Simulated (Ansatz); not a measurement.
One change: `BrC1=C[SiH2]1` becomes `C1=C[SiH2]1`.

Ansatz, PBE0-D4/def2-TZVP geometries, multiplicity 1. 

Scalar relativity is left out up to krypton.

| property | `BrC1=C[SiH2]1` |
| --- | --- |
| HOMO–LUMO gap (PBE0/def2-TZVPP) / eV | 6.88 |
| HOMO energy (PBE/def2-TZVPP) / eV | -6.47 |
| size of the dipole moment (ωB97M-V/def2-TZVPP) / D | 1.43 |
| HOMO–LUMO gap (B3LYP/def2-TZVPP) / eV | 6.44 |
| HOMO–LUMO gap (PBE/def2-TZVPP) / eV | 4.84 |
| size of the dipole moment (B3LYP/def2-TZVPP) / D | 1.41 |

Problem. What does the change do to each property? (An estimate is asked.)

Solution. Computed: 
```
                                          property  `C1=C[SiH2]1`  shift
              HOMO–LUMO gap (PBE0/def2-TZVPP) / eV           7.23   0.35
                 HOMO energy (PBE/def2-TZVPP) / eV          -6.34   0.13
size of the dipole moment (ωB97M-V/def2-TZVPP) / D           0.37  -1.06
             HOMO–LUMO gap (B3LYP/def2-TZVPP) / eV           6.80   0.36
               HOMO–LUMO gap (PBE/def2-TZVPP) / eV           4.97   0.13
  size of the dipole moment (B3LYP/def2-TZVPP) / D           0.38  -1.03
```

With PBE0 the HOMO rises by 0.15 eV and the LUMO rises by 0.50 eV, so the gap widens by about 0.35 eV. PBE moves the HOMO by 0.13 eV and ωB97M-V by 0.11 eV. Dipoles are sizes alone; their direction can turn.

B3LYP here is the variant with VWN-RPA as its local correlation; programs differ in this.

Spin–orbit coupling is left out; it splits and shifts lone-pair levels of the heavy atoms by tenths of an eV.
